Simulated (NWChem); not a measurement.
The numbers come from NWChem runs, not from measurements. System: AlN, charge 0, spin multiplicity 3, at a geometry optimised with UB3LYP/def2-SVP. The structure started from a generated list of species. Its SCF solution wasn't tested for a lower state. Level: UPBE/def2-TZVP.

Part of the output:

```
             Northwest Computational Chemistry Package (NWChem) 7.3.0
             --------------------------------------------------------

                                NWChem Input Module
                                -------------------

 Scaling coordinates for geometry "geometry" by  1.889725989
 (inverse scale =  0.529177249)

 Turning off AUTOSYM since
 SYMMETRY directive was detected!

                             Geometry "geometry" -> ""
                             -------------------------

 Output coordinates in angstroms (scale by  1.889725989 to convert to a.u.)

  No.       Tag          Charge          X              Y              Z
 ---- ---------------- ---------- -------------- -------------- --------------
    1 Al                  13.0000     0.00000000     0.00000000     0.62917400
    2 N                    7.0000     0.00000000     0.00000000    -1.16846700

 Effective nuclear repulsion energy (a.u.)      26.7879569163

            Nuclear Dipole moment (a.u.)
            ----------------------------
        X                 Y               Z
 ---------------- ---------------- ----------------
     0.0000000000     0.0000000000    -0.0000132281

      Symmetry information
      --------------------

 Group name             C2v
 Group number             16
 Group order               4
 No. of unique centers     2

      Symmetry unique atoms

     1    2


 Summary of "ao basis" -> "" (spherical)
 ------------------------------------------------------------------------------
       Tag                 Description            Shells   Functions and Types
 ---------------- ------------------------------  ------  ---------------------
 *                         def2-tzvp                  on all atoms

  pbe96 is a nonlocal functional; adding pw91lda local functional.

                                 NWChem DFT Module
                                 -----------------

 Summary of "ao basis" -> "ao basis" (spherical)
 ------------------------------------------------------------------------------
       Tag                 Description            Shells   Functions and Types
 ---------------- ------------------------------  ------  ---------------------
 Al                        def2-tzvp                13       37   5s5p2d1f
 N                         def2-tzvp                11       31   5s3p2d1f

 Summary of "ao basis" -> "ao basis" (spherical)
 ------------------------------------------------------------------------------
       Tag                 Description            Shells   Functions and Types
 ---------------- ------------------------------  ------  ---------------------
 Al                        def2-tzvp                13       37   5s5p2d1f
 N                         def2-tzvp                11       31   5s3p2d1f

      Symmetry analysis of basis
      --------------------------

        a1         30
        a2          6
        b1         16
        b2         16

            General Information
            -------------------
          SCF calculation type: DFT
          Wavefunction type:  spin polarized.
          No. of atoms     :     2
          No. of electrons :    20
           Alpha electrons :    11
            Beta electrons :     9
          Charge           :     0
          Spin multiplicity:     3
          Use of symmetry is: on ; symmetry adaption is: on
          Maximum number of iterations: 100
          AO basis - number of functions:    68
                     number of shells:    24
          Convergence on energy requested:  1.00D-06
          Convergence on density requested:  1.00D-05
          Convergence on gradient requested:  5.00D-04

              XC Information
              --------------
          PerdewBurkeErnzerhof Exchange Functional  1.000
            Perdew 1991 LDA Correlation Functional  1.000 local
           PerdewBurkeErnz. Correlation Functional  1.000 non-local

             Grid Information
             ----------------
          Grid used for XC integration:  medium
          Radial quadrature: Mura-Knowles
          Angular quadrature: Lebedev.
          Tag              B.-S. Rad. Rad. Pts. Rad. Cut. Ang. Pts.
          ---              ---------- --------- --------- ---------
[...]
     7     -0.102949  1 Al py                10     -0.083531  1 Al py
    22      0.060081  1 Al d -1

 Vector   14  Occ=0.000000D+00  E=-5.883298D-03  Symmetry=a1
              MO Center= -2.0D-15, -4.9D-15,  6.8D-01, r^2= 5.5D+00
   Bfn.  Coefficient  Atom+Function         Bfn.  Coefficient  Atom+Function
  ----- ------------  ---------------      ----- ------------  ---------------
    20      1.060172  1 Al pz                42      0.748197  2 N  s
     5     -0.674840  1 Al s                 17      0.271082  1 Al pz
    51      0.219365  2 N  pz                28      0.153613  1 Al d  0
    40      0.149442  2 N  s                  4     -0.138837  1 Al s
    23      0.123204  1 Al d  0              45      0.117675  2 N  pz

                     DFT Final Beta Molecular Orbital Analysis
                     -----------------------------------------

 Vector    7  Occ=1.000000D+00  E=-6.003664D-01  Symmetry=a1
              MO Center= -4.5D-16, -2.6D-16, -9.4D-01, r^2= 7.2D-01
   Bfn.  Coefficient  Atom+Function         Bfn.  Coefficient  Atom+Function
  ----- ------------  ---------------      ----- ------------  ---------------
    41      0.450653  2 N  s                 40      0.347284  2 N  s
    39     -0.227681  2 N  s                  4      0.188674  1 Al s
    42      0.142613  2 N  s                 17     -0.108661  1 Al pz
     3     -0.107770  1 Al s                 38     -0.101938  2 N  s
    45      0.063905  2 N  pz                48      0.052056  2 N  pz

 Vector    8  Occ=1.000000D+00  E=-2.710704D-01  Symmetry=a1
              MO Center=  1.8D-15, -2.0D-15,  8.3D-02, r^2= 2.7D+00
   Bfn.  Coefficient  Atom+Function         Bfn.  Coefficient  Atom+Function
  ----- ------------  ---------------      ----- ------------  ---------------
     4      0.660979  1 Al s                  3     -0.326557  1 Al s
     5      0.291020  1 Al s                 45      0.208903  2 N  pz
    42     -0.179668  2 N  s                 41     -0.178130  2 N  s
    48      0.163669  2 N  pz                40     -0.132120  2 N  s
    51      0.108104  2 N  pz                 2      0.091632  1 Al s

 Vector    9  Occ=1.000000D+00  E=-1.952774D-01  Symmetry=b2
              MO Center= -6.4D-16,  1.1D-15, -8.2D-01, r^2= 1.6D+00
   Bfn.  Coefficient  Atom+Function         Bfn.  Coefficient  Atom+Function
  ----- ------------  ---------------      ----- ------------  ---------------
    44      0.383490  2 N  py                47      0.321885  2 N  py
    50      0.252471  2 N  py                16      0.236920  1 Al py
    19      0.177763  1 Al py                 7     -0.061583  1 Al py
    22     -0.054122  1 Al d -1              10     -0.051068  1 Al py
    27     -0.049730  1 Al d -1

 Vector   10  Occ=0.000000D+00  E=-1.711189D-01  Symmetry=b1
              MO Center= -3.2D-14, -1.7D-15, -6.9D-01, r^2= 2.0D+00
   Bfn.  Coefficient  Atom+Function         Bfn.  Coefficient  Atom+Function
  ----- ------------  ---------------      ----- ------------  ---------------
    43      0.350724  2 N  px                46      0.296608  2 N  px
    15      0.275267  1 Al px                49      0.247047  2 N  px
    18      0.228644  1 Al px                 6     -0.070880  1 Al px
     9     -0.059535  1 Al px                24      0.051691  1 Al d  1
    29      0.044921  1 Al d  1

 Vector   11  Occ=0.000000D+00  E=-1.671511D-01  Symmetry=a1
              MO Center=  3.5D-14, -5.2D-15, -8.4D-02, r^2= 3.2D+00
   Bfn.  Coefficient  Atom+Function         Bfn.  Coefficient  Atom+Function
  ----- ------------  ---------------      ----- ------------  ---------------
     5      0.451178  1 Al s                 45     -0.340610  2 N  pz
    17      0.307973  1 Al pz                48     -0.271873  2 N  pz
    51     -0.270983  2 N  pz                 4      0.191527  1 Al s
    20      0.116851  1 Al pz                 3     -0.104016  1 Al s
     8     -0.094328  1 Al pz                11     -0.082542  1 Al pz

 Vector   12  Occ=0.000000D+00  E=-5.870336D-02  Symmetry=b2
              MO Center= -7.9D-16,  4.7D-15,  6.1D-01, r^2= 4.0D+00
   Bfn.  Coefficient  Atom+Function         Bfn.  Coefficient  Atom+Function
  ----- ------------  ---------------      ----- ------------  ---------------
    19      0.641187  1 Al py                16      0.430519  1 Al py
    50     -0.246363  2 N  py                44     -0.229313  2 N  py
    47     -0.177874  2 N  py                27      0.105342  1 Al d -1
     7     -0.098332  1 Al py                10     -0.081095  1 Al py
    22      0.050894  1 Al d -1

   alpha - beta orbital overlaps
   -----------------------------

   alpha      1      2      3      4      5      6      7      8      9     10
    beta      1      2      3      4      5      6      7      8     10     11
 overlap   1.000  1.000  1.000  1.000  1.000  1.000  0.998  0.967  0.967  0.969

   alpha     11     12     13     14     15     16     17     18     19     20
    beta      9     13     12     14     15     16     17     18     20     19
 overlap   0.996  0.969  0.996  0.995  0.985  1.000  0.983  0.994  0.867  0.934

   alpha     21     22     23     24     25     26     27     28     29     30
    beta     22     21     23     24     26     25     27     31     32     33
 overlap   0.864  0.933  0.999  0.998  0.996  1.000  0.997  0.788  0.919  0.995

   alpha     31     32     33     34     35     36     37     38     39     40
    beta     30     28     29     34     35     36     38     37     39     40
 overlap   0.999  0.788  0.921  0.999  0.999  0.998  0.997  1.000  0.999  1.000

   alpha     41     42     43     44     45     46     47     48     49     50
    beta     41     43     42     44     46     45     47     48     50     49
 overlap   0.997  0.998  0.999  0.998  0.998  1.000  0.991  0.991  0.999  1.000

   alpha     51     52     53     54     55     56     57     58     59     60
    beta     51     53     52     55     54     57     56     58     60     59
 overlap   1.000  0.875  0.971  0.949  1.000  0.875  0.971  0.948  0.995  1.000

   alpha     61     62     63     64     65     66     67     68
    beta     62     61     63     64     65     66     67     68
 overlap   1.000  1.000  0.995  1.000  1.000  1.000  1.000  1.000

     --------------------------
     Expectation value of S2:
     --------------------------
      <S2> =      2.0138 (Exact =     2.0000)

 center of mass
 --------------
 x =   0.00000000 y =   0.00000000 z =   0.02830850

 moments of inertia (a.u.)
 ------------------
         106.383135877958           0.000000000000           0.000000000000
           0.000000000000         106.383135877958           0.000000000000
           0.000000000000           0.000000000000           0.000000000000

     Multipole analysis of the density
     ---------------------------------

     L   x y z        total         alpha         beta         nuclear
     -   - - -        -----         -----         ----         -------
     0   0 0 0     -0.000000    -11.000000     -9.000000     20.000000

     1   1 0 0     -0.000000     -0.000000     -0.000000      0.000000
     1   0 1 0     -0.000000     -0.000000     -0.000000      0.000000
     1   0 0 1      1.096307      1.658353     -0.562033     -0.000013

     2   2 0 0    -11.879578     -7.632116     -4.247462      0.000000
     2   1 1 0     -0.000000     -0.000000     -0.000000      0.000000
     2   1 0 1      0.000000      0.000000      0.000000      0.000000
     2   0 2 0    -13.909286     -7.676960     -6.232326      0.000000
     2   0 1 1      0.000000      0.000000      0.000000      0.000000
     2   0 0 2    -15.146834    -40.588823    -27.064744     52.506733

 Task  times  cpu:        2.3s     wall:        2.3s

 Total times  cpu:        2.3s     wall:        2.3s
```

### Question
Write an NWChem input that would produce this output.

### Answer
One answer among several that fit: 
```
start mol
memory heap 200 mb stack 900 mb global 1100 mb
geometry units angstroms nocenter noautoz
  Al     0.000000     0.000000     0.629174
  N      0.000000     0.000000    -1.168467
  symmetry group C2v
end
basis spherical
  * library def2-tzvp
end
dft
  xc xpbe96 cpbe96
  odft
  mult 3
  semidirect memsize 60000000 filesize 0
  iterations 100
end
task dft energy
```
